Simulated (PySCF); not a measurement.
As₄, singlet, geometry from GFN2-xTB of the parent state; DF-B3LYP/pcseg-1 in PySCF.

Input for PySCF:
```python
from pyscf import gto, scf, dft

mol = gto.Mole()
mol.atom = '''
    As   -0.91408271    0.11757606   -1.17441154
    As    0.56448145    1.36964334    0.18453076
    As    0.91952912   -1.12533990   -0.34159932
    As   -0.56992786   -0.36187950    1.33148010
'''
mol.basis = 'pcseg-1'
mol.verbose = 4
mol.build()

mf = dft.RKS(mol)
mf.xc = 'b3lyp'
mf = mf.density_fit(auxbasis='def2-universal-jkfit')
mf.kernel()
mf.analyze()
```

The log (banner, timings and long lists left out):

```
PySCF version 2.14.0

[INPUT] verbose = 4
[INPUT] num. atoms = 4
[INPUT] num. electrons = 132
[INPUT] charge = 0
[INPUT] spin (= nelec alpha-beta = 2S) = 0
[INPUT] symmetry False subgroup None
[INPUT] Mole.unit = angstrom
[INPUT] Symbol           X                Y                Z      unit          X                Y                Z       unit  Magmom
[INPUT]  1 As    -0.914082710000   0.117576060000  -1.174411540000 AA   -1.727365977100   0.222186552205  -2.219316168129 Bohr   0.0
[INPUT]  2 As     0.564481450000   1.369643340000   0.184530760000 AA    1.066715342897   2.588250800935   0.348712597958 Bohr   0.0
[INPUT]  3 As     0.919529120000  -1.125339900000  -0.341599320000 AA    1.737658200362  -2.126584208045  -0.645529159138 Bohr   0.0
[INPUT]  4 As    -0.569927860000  -0.361879500000   1.331480100000 AA   -1.077007566159  -0.683853145095   2.516132729309 Bohr   0.0

nuclear repulsion = 1421.7194859533
number of shells = 12
number of NR pGTOs = 328
number of NR cGTOs = 108
basis = pcseg-1
ecp = {}

******** <class 'pyscf.df.df_jk.DFRKS'> ********
method = DFRKS
initial guess = minao
damping factor = 0
level_shift factor = 0
DIIS = <class 'pyscf.scf.diis.CDIIS'>
diis_start_cycle = 1
diis_space = 8
diis_damp = 0
SCF conv_tol = 1e-09
SCF conv_tol_grad = None
SCF max_cycles = 50
direct_scf = False
XC library pyscf.dft.libxc version 7.1.2
    S. Lehtola, C. Steigemann, M. J. T. Oliveira, and M. A. L. Marques,  SoftwareX 7, 1–5 (2018)
XC functionals = b3lyp
    P. J. Stephens, F. J. Devlin, C. F. Chabalowski, and M. J. Frisch,  J. Phys. Chem. 98, 11623 (1994)
radial grids:
    Treutler-Ahlrichs [JCP 102, 346 (1995); DOI:10.1063/1.469408] (M4) radial grids

becke partition: Becke, JCP 88, 2547 (1988); DOI:10.1063/1.454033
pruning grids: <function nwchem_prune>
grids dens level: 3
symmetrized grids: False
atomic radii adjust function: <function treutler_atomic_radii_adjust>
small_rho_cutoff = 0
Set gradient conv threshold to 3.16228e-05
Initial guess from minao.
tot grids = 81696
******** <class 'pyscf.df.df.DF'> ********
auxbasis = def2-universal-jkfit
init E= -8940.31097027106
  HOMO = -0.247734845825522  LUMO = -0.113710570027369  gap/eV = 3.64699
cycle= 1 E= -8942.75592631203  delta_E= -2.44  |g|= 0.0983  |ddm|= 3.17
  HOMO = -0.214632589451622  LUMO = -0.0587044903354245  gap/eV = 4.24302
cycle= 2 E= -8942.75772379084  delta_E= -0.0018  |g|= 0.0553  |ddm|= 0.295
  HOMO = -0.225627958962086  LUMO = -0.0660235176782005  gap/eV = 4.34306
cycle= 3 E= -8942.75868486474  delta_E= -0.000961  |g|= 0.0244  |ddm|= 0.111
  HOMO = -0.223445584747996  LUMO = -0.0642137244515522  gap/eV = 4.33292
cycle= 4 E= -8942.75888783122  delta_E= -0.000203  |g|= 0.00218  |ddm|= 0.039
  HOMO = -0.223772740076232  LUMO = -0.0646094545149768  gap/eV = 4.33105
cycle= 5 E= -8942.75888966642  delta_E= -1.84e-06  |g|= 0.00047  |ddm|= 0.00602
  HOMO = -0.223760318232049  LUMO = -0.0645544229898693  gap/eV = 4.33221
cycle= 6 E= -8942.75888976755  delta_E= -1.01e-07  |g|= 5.17e-05  |ddm|= 0.00111
  HOMO = -0.223750226556987  LUMO = -0.0645476296033408  gap/eV = 4.33212
cycle= 7 E= -8942.75888976835  delta_E= -7.97e-10  |g|= 2.76e-05  |ddm|= 0.000154
  HOMO = -0.22375191176  LUMO = -0.0645494112248242  gap/eV = 4.33212
Extra cycle  E= -8942.75888976671  delta_E= 1.64e-09  |g|= 7.01e-05  |ddm|= 0.000144
converged SCF energy = -8942.75888976671
**** SCF Summaries ****
Total Energy =                       -8942.758889766711945
Nuclear Repulsion Energy =            1421.719485953298317
One-electron Energy =               -15298.571011802790963
Two-electron Energy =                 4934.092636082779791
Two-electron Coulomb Energy =         5266.632861858859542
DFT Exchange-Correlation Energy =     -332.540225776079751
HOMO-LUMO gap [eV] =                     4.332120697411916
**** MO energy ****
MO #1   energy= -425.749837169485  occ= 2
MO #2   energy= -425.749829447707  occ= 2
MO #3   energy= -425.749816281874  occ= 2
MO #4   energy= -425.749814032801  occ= 2
MO #5   energy= -53.7791962292954  occ= 2
MO #6   energy= -53.7791890472951  occ= 2
MO #7   energy= -53.7791759599194  occ= 2
MO #8   energy= -53.7791757127628  occ= 2
MO #9   energy= -48.0980327367975  occ= 2
MO #10  energy= -48.0980254087111  occ= 2
MO #11  energy= -48.0980124017456  occ= 2
MO #12  energy= -48.0980114581624  occ= 2
MO #13  energy= -48.0975812440524  occ= 2
MO #14  energy= -48.0975731888472  occ= 2
MO #15  energy= -48.0975621449335  occ= 2
MO #16  energy= -48.0975572462743  occ= 2
MO #17  energy= -48.0971510032228  occ= 2
MO #18  energy= -48.0971422441135  occ= 2
MO #19  energy= -48.0971310144852  occ= 2
MO #20  energy= -48.0971268382914  occ= 2
MO #21  energy= -6.98917030969637  occ= 2
MO #22  energy= -6.98912300606542  occ= 2
MO #23  energy= -6.98911831274229  occ= 2
MO #24  energy= -6.98909372677308  occ= 2
MO #25  energy= -5.07085938734707  occ= 2
MO #26  energy= -5.07065453091464  occ= 2
MO #27  energy= -5.07064961680004  occ= 2
MO #28  energy= -5.07058662034005  occ= 2
MO #29  energy= -5.0680763186417   occ= 2
MO #30  energy= -5.06800160909905  occ= 2
MO #31  energy= -5.06799862738887  occ= 2
MO #32  energy= -5.06790821913992  occ= 2
MO #33  energy= -5.06667054909568  occ= 2
MO #34  energy= -5.06661546263981  occ= 2
MO #35  energy= -5.06661179047606  occ= 2
MO #36  energy= -5.06658243922055  occ= 2
MO #37  energy= -1.66486978502612  occ= 2
MO #38  energy= -1.66368513635097  occ= 2
MO #39  energy= -1.6633387700118   occ= 2
MO #40  energy= -1.66332612276665  occ= 2
MO #41  energy= -1.6618325372749   occ= 2
MO #42  energy= -1.66140059763729  occ= 2
MO #43  energy= -1.65998384389146  occ= 2
MO #44  energy= -1.6599775866267   occ= 2
MO #45  energy= -1.65881553660685  occ= 2
MO #46  energy= -1.65833841424235  occ= 2
MO #47  energy= -1.65817661410517  occ= 2
MO #48  energy= -1.65817112060916  occ= 2
MO #49  energy= -1.65723124017797  occ= 2
MO #50  energy= -1.65718088674369  occ= 2
MO #51  energy= -1.6570175684131   occ= 2
MO #52  energy= -1.65701171553682  occ= 2
MO #53  energy= -1.65588281430253  occ= 2
MO #54  energy= -1.65579381299248  occ= 2
MO #55  energy= -1.65578634833351  occ= 2
MO #56  energy= -1.65506920050547  occ= 2
MO #57  energy= -0.763099695862612 occ= 2
MO #58  energy= -0.555957119239771 occ= 2
MO #59  energy= -0.555955984133774 occ= 2
MO #60  energy= -0.508625754291556 occ= 2
MO #61  energy= -0.33051586394219  occ= 2
MO #62  energy= -0.288459439827807 occ= 2
MO #63  energy= -0.282763056097456 occ= 2
MO #64  energy= -0.282762417959369 occ= 2
MO #65  energy= -0.276033904885361 occ= 2
MO #66  energy= -0.22375191176     occ= 2
MO #67  energy= -0.0645494112248242 occ= 0
MO #68  energy= -0.0645478645133391 occ= 0
MO #69  energy= -0.0332121885822168 occ= 0
MO #70  energy= -0.0221448550497711 occ= 0
MO #71  energy= -0.0221444474551512 occ= 0
MO #72  energy= -0.00513459276010575 occ= 0
MO #73  energy= 0.160312681297502  occ= 0
MO #74  energy= 0.215153850654153  occ= 0
 ** Mulliken pop on meta-lowdin orthogonal AOs  **
 ** Mulliken pop  **
 ** Mulliken atomic charges  **
charge of    0As =     -0.00007
charge of    1As =     -0.00003
charge of    2As =      0.00005
charge of    3As =      0.00006
Dipole moment(X, Y, Z, Debye):  0.00042, -0.00083,  0.00090
```
